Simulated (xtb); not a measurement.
BiBr3, triplet, from a rough starting geometry (GFN-xTB shapes and energies of metal compounds can be far from the true ones) (a higher spin typed on purpose: for a closed-shell molecule this is an excited state); GFN2-xTB run with xtb.

Here is a job for xtb.
```
$ xtb mol.xyz --gfn 2 --uhf 2 --opt vtight --json

# file mol.xyz
4

Bi     0.03042022    -0.01171998     1.04234453
Br    -1.63127540    -1.42959647    -0.34083442
Br    -0.39185031     2.15419671    -0.35662388
Br     2.07364642    -0.76130598    -0.34759741
```

Output, abridged:

```
   ID    Z sym.   atoms
    1   83 Bi     1
    2   35 Br     2-4

           -------------------------------------------------
          |                Calculation Setup                |
           -------------------------------------------------

           -------------------------------------------------
          |                 G F N 2 - x T B                 |
           -------------------------------------------------

          ...................................................
          :                      SETUP                      :
          :.................................................:
          :  # basis functions                  34          :
          :  # atomic orbitals                  31          :
          :  # shells                           11          :
          :  # electrons                        26          :
          :  max. iterations                   250          :
          :  Hamiltonian                  GFN2-xTB          :
          :  restarted?                      false          :
          :  GBSA solvation                  false          :
          :  PC potential                    false          :
          :  electronic temp.          300.0000000     K    :
          :  accuracy                    1.0000000          :
          :  -> integral cutoff          0.2500000E+02      :
          :  -> integral neglect         0.1000000E-07      :
          :  -> SCF convergence          0.1000000E-05 Eh   :
          :  -> wf. convergence          0.1000000E-03 e    :
          :  Broyden damping             0.4000000          :
          :  net charge                          0          :
          :  unpaired electrons                  2          :
          ...................................................

 iter      E             dE          RMSdq      gap      omega  full diag
   1    -14.4814133 -0.144814E+02  0.139E+01    0.23       0.0  T
   2    -14.4316950  0.497183E-01  0.120E+01    0.09       1.0  T
   3    -14.4569246 -0.252296E-01  0.829E+00    0.48       1.0  T
   4    -14.4381228  0.188018E-01  0.982E+00    0.06       1.0  T
   5    -14.5265564 -0.884336E-01  0.737E+00    0.09       1.0  T
   6    -14.5178154  0.874103E-02  0.660E+00    0.24       1.0  T
   7    -14.5710470 -0.532316E-01  0.413E+00    0.16       1.0  T
   8    -14.5610386  0.100084E-01  0.414E+00    0.15       1.0  T
   9    -14.5625031 -0.146448E-02  0.334E+00    0.11       1.0  T
  10    -14.5503443  0.121588E-01  0.364E+00    0.11       1.0  T
  11    -14.5656974 -0.153531E-01  0.257E+00    0.14       1.0  T
  12    -14.5512526  0.144448E-01  0.327E+00    0.13       1.0  T
  13    -14.5695630 -0.183103E-01  0.176E+00    0.16       1.0  T
  14    -14.5662296  0.333333E-02  0.196E+00    0.18       1.0  T
  15    -14.5711023 -0.487271E-02  0.109E+00    0.17       1.0  T
  16    -14.5729006 -0.179823E-02  0.578E-01    0.18       1.0  T
  17    -14.5713089  0.159163E-02  0.992E-01    0.18       1.0  T
  18    -14.5727734 -0.146443E-02  0.453E-01    0.18       1.0  T
  19    -14.5731227 -0.349299E-03  0.147E-01    0.18       1.0  T
  20    -14.5731185  0.418460E-05  0.143E-01    0.18       1.0  T
  21    -14.5731043  0.141745E-04  0.158E-01    0.18       1.0  T
  22    -14.5731515 -0.471856E-04  0.462E-02    0.18       1.1  T
  23    -14.5731419  0.963642E-05  0.718E-02    0.18       1.0  T
  24    -14.5731489 -0.707337E-05  0.432E-02    0.19       1.2  T
  25    -14.5731519 -0.293642E-05  0.103E-02    0.19       4.9  T
  26    -14.5731514  0.460536E-06  0.153E-02    0.19       3.3  T
  27    -14.5731515 -0.859181E-07  0.135E-02    0.19       3.7  T
  28    -14.5731518 -0.265929E-06  0.791E-03    0.19       6.3  T
  29    -14.5731518 -0.794398E-07  0.450E-03    0.19      11.1  T
  30    -14.5731519 -0.356037E-07  0.193E-03    0.19      25.9  T
  31    -14.5731519 -0.523142E-08  0.111E-03    0.19      45.1  T
  32    -14.5731519  0.638044E-08  0.205E-03    0.19      24.4  T
  33    -14.5731519 -0.869702E-08  0.455E-04    0.19     109.8  T
  34    -14.5731519 -0.286906E-09  0.296E-04    0.19     169.2  T

   *** convergence criteria satisfied after 34 iterations ***

 transition dipole moment (au) for excitation:          13          14
     X       Y       Z
  -0.0978   0.6382  -0.0396  total (au/Debye):    0.647   1.644
 dE (eV)             :    5.988
 oscillator strength :  0.86812E-01

         :::::::::::::::::::::::::::::::::::::::::::::::::::::
         ::                     SUMMARY                     ::
         :::::::::::::::::::::::::::::::::::::::::::::::::::::
         :: total energy             -14.567851024176 Eh    ::
         :: gradient norm              0.204805309238 Eh/a0 ::
         :: HOMO-LUMO gap              0.185058715576 eV    ::
         ::.................................................::
         :: SCC energy               -14.573150482526 Eh    ::
         :: -> isotropic ES            0.034519992139 Eh    ::
         :: -> anisotropic ES          0.011607233712 Eh    ::
         :: -> anisotropic XC         -0.019001261373 Eh    ::
         :: -> dispersion             -0.005497791929 Eh    ::
         :: repulsion energy           0.005299458349 Eh    ::
         :: add. restraining           0.000000000000 Eh    ::
         :: total charge              -0.000000000809 e     ::
         :::::::::::::::::::::::::::::::::::::::::::::::::::::

      -----------------------------------------------------------
     |                   =====================                   |
     |                        A N C O P T                        |
     |                   =====================                   |
     |               Approximate Normal Coordinate               |
     |                Rational Function Optimizer                |
      -----------------------------------------------------------
      -----------------------------------------------------------
[...]
 * total energy  :   -14.6699173 Eh     change       -0.1794098E-03 Eh
 * total energy  :   -14.6701937 Eh     change       -0.2763761E-03 Eh
 * total energy  :   -14.6704184 Eh     change       -0.2247287E-03 Eh
 * total energy  :   -14.6707390 Eh     change       -0.3205700E-03 Eh
 * total energy  :   -14.6714283 Eh     change       -0.6893291E-03 Eh
 * total energy  :   -14.6725633 Eh     change       -0.1134979E-02 Eh
 * total energy  :   -14.6723487 Eh     change        0.2145792E-03 Eh
 * total energy  :   -14.6731222 Eh     change       -0.7734783E-03 Eh
 * total energy  :   -14.6731904 Eh     change       -0.6820327E-04 Eh
 * total energy  :   -14.6732038 Eh     change       -0.1339396E-04 Eh
 * total energy  :   -14.6732055 Eh     change       -0.1664611E-05 Eh
 * total energy  :   -14.6732057 Eh     change       -0.2849137E-06 Eh
 * total energy  :   -14.6732058 Eh     change       -0.4104549E-07 Eh
   *** GEOMETRY OPTIMIZATION CONVERGED AFTER 36 ITERATIONS ***
[...]
   1    -14.6755032 -0.146755E+02  0.506E-04    3.04       0.0  T
   2    -14.6755030  0.196317E-06  0.782E-03    3.04       6.4  T
   3    -14.6755032 -0.196559E-06  0.404E-04    3.04     123.7  T
   4    -14.6755032 -0.436152E-09  0.143E-04    3.04     349.9  T

   *** convergence criteria satisfied after 4 iterations ***

 transition dipole moment (au) for excitation:          13          14
     X       Y       Z
   0.0008  -0.0045  -0.0353  total (au/Debye):    0.036   0.090
 dE (eV)             :    2.432
 oscillator strength :  0.10660E-03

         :::::::::::::::::::::::::::::::::::::::::::::::::::::
         ::                     SUMMARY                     ::
         :::::::::::::::::::::::::::::::::::::::::::::::::::::
         :: total energy             -14.673205777506 Eh    ::
         :: gradient norm              0.000017112382 Eh/a0 ::
         :: HOMO-LUMO gap              3.041981593098 eV    ::
         ::.................................................::
         :: SCC energy               -14.675498383100 Eh    ::
         :: -> isotropic ES            0.039855648701 Eh    ::
         :: -> anisotropic ES          0.003582875421 Eh    ::
         :: -> anisotropic XC         -0.006257713596 Eh    ::
         :: -> dispersion             -0.004380057773 Eh    ::
         :: repulsion energy           0.002292605594 Eh    ::
         :: add. restraining           0.000000000000 Eh    ::
         :: total charge               0.000000000000 e     ::
         :::::::::::::::::::::::::::::::::::::::::::::::::::::

           -------------------------------------------------
          |                Property Printout                |
           -------------------------------------------------

    * Orbital Energies and Occupations

         #    Occupation            Energy/Eh            Energy/eV
      -------------------------------------------------------------
         1        2.0000           -1.0249376             -27.8900
         2        2.0000           -0.8648301             -23.5332
         3        2.0000           -0.8597792             -23.3958
         4        2.0000           -0.8524133             -23.1953
         5        2.0000           -0.5018270             -13.6554
         6        2.0000           -0.4921933             -13.3933
         7        2.0000           -0.4569198             -12.4334
         8        1.9980           -0.4487885             -12.2122
         9        1.9731           -0.4462764             -12.1438
        10        1.9352           -0.4454048             -12.1201
        11        1.7996           -0.4441825             -12.0868
        12        1.7985           -0.4441763             -12.0867
        13        1.4956           -0.4428513             -12.0506
        14        1.0000           -0.3534735              -9.6185 (HOMO)
        15                         -0.2416828              -6.5765 (LUMO)
        16                         -0.2289860              -6.2310
        17                          0.0009776               0.0266
        18                          0.0026333               0.0717
        19                          0.0031903               0.0868
        20                          0.0109779               0.2987
        21                          0.0113324               0.3084
        22                          0.0162825               0.4431
        23                          0.0165954               0.4516
        24                          0.0168275               0.4579
        25                          0.0171301               0.4661
       ...                                ...                  ...
        31                          0.2411778               6.5628
      -------------------------------------------------------------
                  HL-Gap            0.1117908 Eh            3.0420 eV
             Fermi-level           -0.3702231 Eh          -10.0743 eV

     #   Z          covCN         q      C6AA      α(0)
     1  83 Bi       2.121     0.636   470.861    42.586
     2  35 Br       0.838    -0.207   190.555    22.256
     3  35 Br       0.447    -0.222   181.338    21.673
     4  35 Br       0.838    -0.207   190.561    22.257

 Mol. C6AA /au·bohr⁶  :       3916.339253
 Mol. C8AA /au·bohr⁸  :     335868.123507
 Mol. α(0) /au        :        108.772651

Wiberg/Mayer (AO) data.
largest (>0.10) Wiberg bond orders for each atom

 ---------------------------------------------------------------------------
     #   Z sym  total        # sym  WBO       # sym  WBO       # sym  WBO
 ---------------------------------------------------------------------------
     1  83 Bi   1.900 --     2 Br   0.900     4 Br   0.899     3 Br   0.100
     2  35 Br   0.931 --     1 Bi   0.900
     3  35 Br   0.100 --     1 Bi   0.100
     4  35 Br   0.929 --     1 Bi   0.899
 ---------------------------------------------------------------------------

Topologies differ in total number of bonds
Writing topology from bond orders to xtbtopo.mol

molecular dipole:
                 x           y           z       tot (Debye)
 q only:        0.003       0.017      -0.002
   full:       -0.268       1.490      -0.167       3.872
molecular quadrupole (traceless):
                xx          xy          yy          xz          yz          zz
 q only:        0.765       2.129     -10.049      -0.391       2.154       9.284
  q+dip:       -5.369       1.148     -10.640      -0.520       2.928      16.009
   full:       -4.259       1.136      -9.483      -0.456       2.552      13.743

optimized geometry written to: xtbopt.xyz

           -------------------------------------------------
          | TOTAL ENERGY              -14.673205777506 Eh   |
          | GRADIENT NORM               0.000017112382 Eh/α |
          | HOMO-LUMO GAP               3.041981593098 eV   |
           -------------------------------------------------

normal termination of xtb
```
